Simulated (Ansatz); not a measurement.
Cost and result up the ladder for the cluster Cs3⁺ (the lowest singlet isomer of a short search) (3 atoms). Charge 1, multiplicity 1. Geometry: PBE0/def2-TZVP.

```xyz
3

Cs    0.036    0.608    2.973
Cs    0.447    2.229   -2.010
Cs   -0.483   -2.837   -0.963
```

Ansatz on 2 threads of Arm Neoverse V1 on a shared host. Times are rough, summed over both states, and most runs start from the orbitals of an earlier one. ωB97X-V/def2-TZVP serves as the yardstick here, not as an exact answer. The other state is a quintet at its own geometry, which has other bonds, so the gap mixes isomer and spin.

In the def2 sets Cs takes a core potential; there is no spin–orbit coupling. Correlated methods freeze no core orbitals; core or outer-core shells of Cs are correlated, in sets that lack core-valence functions. HOMO above LUMO, or a gap near zero within one spin, warns that the state may not be the lowest or that an electron is smeared out. The structure comes from a short search, and lower isomers may exist.

Run but left out: GFN1-xTB, GFN2-xTB (tight binding far off the other levels); HF/def2-TZVP, HF/def2-TZVPP (singlet: restricted singlet, unstable towards broken spin symmetry); LDA (SPW92)/def2-TZVP (quintet: an occupied level 0.04 eV above an empty one).

Correlated methods converge slowly with the basis.

```
             level  functions  quintet − singlet (eV)  difference from ωB97X-V/def2-TZVP (eV)                                  remarks
CCSD(T)/def2-TZVPP        108                   13.95                                   -0.36        restricted SCF unstable (singlet)
  r2SCAN/def2-TZVP         87                   13.23                                   -1.08  gap within one spin near zero (quintet)
 ωB97X-V/def2-TZVP         87                   14.31                                    0.00                                        –
 RPA@PBE/def2-TZVP         87                   12.73                                   -1.58                                        –
     MP2/def2-TZVP         87                   14.14                                   -0.17        restricted SCF unstable (singlet)
```

Question: Estimate how long each takes.

Answer: MP2/def2-TZVP 2.6 s; RPA@PBE/def2-TZVP 16 s; r2SCAN/def2-TZVP 33 s; CCSD(T)/def2-TZVPP 37 s; ωB97X-V/def2-TZVP 1.8 min. On shared hardware such times vary by a factor of up to 3.
